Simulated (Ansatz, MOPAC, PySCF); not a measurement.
Lewis adduct: BH3 (SMILES B) (first 4 atoms) with H2S (SMILES S); geometry from B3LYP-D3(BJ)/def2-TZVP, rigid monomers moved along the line of their centres of mass till B1···S5 is 2.84 Å.
(charge 0, multiplicity 1):
```xyz
7

B     -0.449    -0.325     0.670
H      0.406    -0.887     0.038
H     -1.248    -1.057     1.191
H     -0.879     0.690     0.202
S      1.054     0.472     2.943
H      0.225     1.314     3.588
H      1.818     1.478     2.478
```

Counterpoise-corrected where a basis set is named; no monomer relaxation. Rows marked so take none.

Correlated levels freeze the cores. CBS(a, b) extrapolates the correlation energy as X⁻³ and adds the Hartree–Fock energy of set b. Rows in 3-21G, 6-311+G**, 6-31G*, STO-3G carry no dispersion term and start afresh at each structure (6-31G* with six Cartesian d functions). MP2/6-31G* freezes PySCF's default core. The state that PM3 reach isn't checked.

Codes used: Ansatz (a quantum-chemistry and plane-wave program) with Gaussian orbitals; MOPAC for PM3 (differences of heats of formation); PySCF for 3-21G rows, 6-311+G** rows, 6-31G* rows, STO-3G rows, the dispersion terms. Each number belongs to the level named beside it.

Other levels give for the interaction energy: PBE/def2-TZVPPD -11.55; B3LYP/def2-TZVPPD -8.99; B3LYP-D3(BJ)/def2-TZVPPD -10.70; wB97M-V/def2-TZVPPD -10.17; CCSD(T)/CBS(aug-cc-pV(D+d)Z, aug-cc-pV(T+d)Z) -9.37 kcal/mol.

Question: What do these common cheap choices give for the same quantity: PM3, HF/STO-3G (no counterpoise), HF/6-31G* (no counterpoise), B3LYP/3-21G (no counterpoise), B3LYP/6-31G*, B3LYP/6-31G* (no counterpoise), B3LYP/6-311+G** (no counterpoise), MP2/6-31G* (no counterpoise)?

Answer: PM3 -17.22; HF/STO-3G (no counterpoise) -11.85; HF/6-31G* (no counterpoise) -6.10; B3LYP/3-21G (no counterpoise) -12.35; B3LYP/6-31G* -9.08; B3LYP/6-31G* (no counterpoise) -9.59; B3LYP/6-311+G** (no counterpoise) -9.35; MP2/6-31G* (no counterpoise) -9.35 kcal/mol. They span -17.22 to -6.10 kcal/mol.
